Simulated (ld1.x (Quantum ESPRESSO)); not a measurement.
## tantalum (Ta): excitation energies, all-electron against RRKJ

Ta, norm-conserving RRKJ (Kleinman–Bylander form), made with ld1.x (Quantum ESPRESSO) 7.5 (PBE, scalar-relativistic). Core [Kr] 4d10 4f14, reference 5s2 5p6 5d3 6s0 6p0 (charge +2). Waves: 5s (bound): rc 1.20 bohr; 5p (bound): rc 2.15 bohr; 5d (bound): rc 1.80 bohr. Local part: all-electron potential smoothed inside 1.65 bohr (lloc = -1). Core correction: none. rho0 = 0.02.

Energies are relative to the spin-unpolarised reference configuration 5s2 5p6 5d3 6s0 6p0; without spin polarisation the order of configurations can differ from experiment.

```
  valence configuration  charge  ΔE all-electron (eV)  error AE − PS (meV)
    5s2 5p6 5d3 6s2 6p0       0               -23.439                 -274
    5s2 5p6 5d4 6s0 6p0      +1               -13.538                 +2.4
    5s2 5p6 5d3 6s0 6p2       0               -14.844                  +94
5s2 5p6 5d3.5 6s1.5 6p0       0               -22.451                 -191
    5s2 5p6 5d2 6s2 6p1       0               -20.454                 -293
```

Problem. What are ΔE and the potential's error for 5s2 5p6 5d3 6s1 6p0?

Solution. ΔE = -14.972 eV all-electron; the error (AE − PS) is -176 meV.

Problem. What are ΔE and the potential's error for 5s2 5p6 5d2 6s0 6p0?

Solution. ΔE = 23.604 eV all-electron; the error (AE − PS) is -4.9 meV.

Levels in the configuration 5s2 5p6 5d2 6s0 6p0:

| level | all-electron (eV) | pseudo (eV) |
| --- | --- | --- |
| 5s | -101.034 | -101.109 |
| 5p | -67.144 | -67.199 |
| 5d | -29.128 | -29.134 |
